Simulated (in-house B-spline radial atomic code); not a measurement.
Checks on a self-consistent run for Ag VI (Ag5+), [He] 2s2 (2p1/2)1 (2p3/2)4 3s2 3p6 3d10 4s2 4p6 4d7. Level of theory: Dirac-Hartree-Fock, average of the jj configuration, Fermi nucleus of rms radius 4.5454 fm; calculated with an all-electron radial atomic-structure program (B-spline basis).

| orbital | q | ε (Eh) | <1/r> | <r²> | small-component weight |
| --- | --- | --- | --- | --- | --- |
| 1s1/2 | 2 | -952.85242 | 49.4639 | 0.00130531 | 0.029679 |
| 2s1/2 | 2 | -148.37567 | 11.4891 | 0.0210675 | 0.0063128 |
| 2p1/2 | 1 | -139.22137 | 11.3953 | 0.0160146 | 0.0062517 |
| 2p3/2 | 4 | -132.25871 | 10.7631 | 0.0170004 | 0.0060586 |
| 3s1/2 | 2 | -31.49708 | 4.0789 | 0.148731 | 0.0018321 |
| 3p1/2 | 2 | -27.27740 | 4.01604 | 0.143826 | 0.001807 |
| 3p3/2 | 4 | -26.16608 | 3.82103 | 0.15152 | 0.00171 |
| 3d3/2 | 4 | -18.80052 | 3.65709 | 0.131587 | 0.0015899 |
| 3d5/2 | 6 | -18.64923 | 3.62748 | 0.133129 | 0.0015823 |
| 4s1/2 | 2 | -7.28624 | 1.5645 | 0.871728 | 0.00046347 |
| 4p1/2 | 2 | -5.80471 | 1.46443 | 0.97915 | 0.00041965 |
| 4p3/2 | 4 | -5.60186 | 1.41563 | 1.02508 | 0.00040011 |
| 4d3/2 | 2.8 | -3.31789 | 1.18494 | 1.41742 | 0.00029563 |
| 4d5/2 | 4.2 | -3.29791 | 1.17596 | 1.43432 | 0.00029273 |

Electron-electron repulsion V_ee = 1826.3620 hartree.

**Question.** What total energy follows from the eigenvalues?

**Answer.** The eigenvalues count the repulsion twice, so E = Σqε - V_ee = -3351.754 - 1826.362 = -5178.116 hartree; the run printed -5178.116.

**Question.** Does the Dirac virial theorem hold?

**Answer.** For a point nucleus E = -2c²Σq·w, with w the small-component weight. Here Σq·w = 0.13787 and c = 137.0360, so the ratio E/(-2c²Σq·w) is 1.000040; the finite nucleus accounts for the departure from 1.

**Question.** What diamagnetic shielding (Lamb formula) and susceptibility (Langevin formula) do the radii give?

**Answer.** σ = (α²/3)Σq<1/r> = 264.198/(3·137.036²) = 4689.6 ppm, and χ = -0.79199×10⁻⁶·Σq<r²> = -16.19×10⁻⁶ cm³/mol with Σq<r²> = 20.44 bohr². Both are non-relativistic formulas without the paramagnetism of open shells.
